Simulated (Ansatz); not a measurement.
Consider the cleavage of the Si–Sn bond: `FC[SiH2][SnH3]` + H₂S → `FC[SiH2]S` + `[SnH4]`.

Calculated with Ansatz (gas phase, PBE0-D4/def2-TZVP geometries, no zero-point term in ΔE). CBS: MP2 limit from def2 TZ/QZ plus the TZ coupled-cluster correction, frozen cores. This one scheme is used for every species. Functionals use def2-TZVPP. B3LYP here is the variant with VWN-RPA as its local correlation; programs differ in this. def2 core potentials past Kr. For Sn outer-core shells are correlated without core-valence functions, which leaves a few kJ/mol of doubt a bond. Each species was taken in one conformer, which may not be the lowest.

```json
{"level": "PBE-D4", "ΔE (kJ/mol)": "-27.4", "difference from CCSD(T)/CBS": "0.8"}
{"level": "r2SCAN-D4", "ΔE (kJ/mol)": "-34.5", "difference from CCSD(T)/CBS": "-6.3"}
{"level": "PBE0-D4", "ΔE (kJ/mol)": "-29.8", "difference from CCSD(T)/CBS": "-1.6"}
{"level": "B3LYP-D4", "ΔE (kJ/mol)": "-31.2", "difference from CCSD(T)/CBS": "-3.0"}
{"level": "ωB97X-V", "ΔE (kJ/mol)": "-34.8", "difference from CCSD(T)/CBS": "-6.6"}
{"level": "ωB97M-V", "ΔE (kJ/mol)": "-35.8", "difference from CCSD(T)/CBS": "-7.6"}
{"level": "B2PLYP", "ΔE (kJ/mol)": "-34.0", "difference from CCSD(T)/CBS": "-5.8"}
{"level": "PBE", "ΔE (kJ/mol)": "-28.0", "difference from CCSD(T)/CBS": "0.2"}
{"level": "r2SCAN", "ΔE (kJ/mol)": "-34.8", "difference from CCSD(T)/CBS": "-6.6"}
{"level": "PBE0", "ΔE (kJ/mol)": "-30.6", "difference from CCSD(T)/CBS": "-2.4"}
{"level": "B3LYP", "ΔE (kJ/mol)": "-32.2", "difference from CCSD(T)/CBS": "-4.0"}
{"level": "HF/def2-TZVPP", "ΔE (kJ/mol)": "-41.5", "difference from CCSD(T)/CBS": "-13.3"}
{"level": "MP2/def2-TZVPP", "ΔE (kJ/mol)": "-35.1", "difference from CCSD(T)/CBS": "-6.9"}
{"level": "SCS-MP2/def2-TZVPP", "ΔE (kJ/mol)": "-35.9", "difference from CCSD(T)/CBS": "-7.7"}
{"level": "CCSD/def2-TZVPP", "ΔE (kJ/mol)": "-32.1", "difference from CCSD(T)/CBS": "-3.9"}
{"level": "CCSD(T)/def2-TZVPP", "ΔE (kJ/mol)": "-32.0", "difference from CCSD(T)/CBS": "-3.8"}
{"level": "HF/def2-QZVPP", "ΔE (kJ/mol)": "-41.3", "difference from CCSD(T)/CBS": "-13.1"}
{"level": "MP2/def2-QZVPP", "ΔE (kJ/mol)": "-32.8", "difference from CCSD(T)/CBS": "-4.6"}
{"level": "SCS-MP2/def2-QZVPP", "ΔE (kJ/mol)": "-34.0", "difference from CCSD(T)/CBS": "-5.8"}
{"level": "HF/CBS(def2)", "ΔE (kJ/mol)": "-41.3", "difference from CCSD(T)/CBS": "-13.1"}
{"level": "MP2/CBS(def2)", "ΔE (kJ/mol)": "-31.2", "difference from CCSD(T)/CBS": "-3.0"}
{"level": "CCSD/CBS(def2)", "ΔE (kJ/mol)": "-28.3", "difference from CCSD(T)/CBS": "-0.1"}
{"level": "CCSD(T)/CBS", "ΔE (kJ/mol)": "-28.2", "difference from CCSD(T)/CBS": "0"}
```

Largest T1 diagnostic among the species: 0.013.

In def2-TZVPP, CCSD(T) changes the Hartree–Fock value by +9.4 kJ/mol (the triples alone add +0.1 kJ/mol) and MP2 by +6.4 kJ/mol.
